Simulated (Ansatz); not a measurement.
Input file for Ansatz (a quantum-chemistry and plane-wave program): R-r2SCAN/def2-TZVPPD on CH6N2Si (a complex), monomers drawn apart or pushed together. Files ending in .json are basis or fitting sets from the Basis Set Exchange.

Ansatz 0.2 input:
```yaml
crystal:
  periodic: [false, false, false]
  atoms:
    - {symbol: N, position_ang: [1.20011498, -0.04338340, 0.93901748]}
    - {symbol: N, position_ang: [0.82041372, 0.05478646, -0.07873401]}
    - {symbol: C, position_ang: [0.39615003, -0.20717572, 6.04992040]}
    - {symbol: Si, position_ang: [-1.27466322, 0.11084729, 5.26072789]}
    - {symbol: H, position_ang: [1.17450549, -0.28014675, 5.28914542]}
    - {symbol: H, position_ang: [0.38616936, -1.13951050, 6.61744578]}
    - {symbol: H, position_ang: [0.66272123, 0.60106890, 6.73338111]}
    - {symbol: H, position_ang: [-1.25955079, 1.37813893, 4.49001283]}
    - {symbol: H, position_ang: [-2.33207004, 0.21080070, 6.29667903]}
    - {symbol: H, position_ang: [-1.63658219, -0.98931585, 4.33394906]}
basis:
  gaussian:
    orbitals: def2-TZVPPD.json
hamiltonian:
  xc: {name: r2SCAN}
scf: {lower_state_search: off}
```

What total energy does the run end on?

-440.6862 hartree.

How many basis functions does it have, and what does it roughly cost on one machine?

261 functions; very roughly 6 core-seconds.
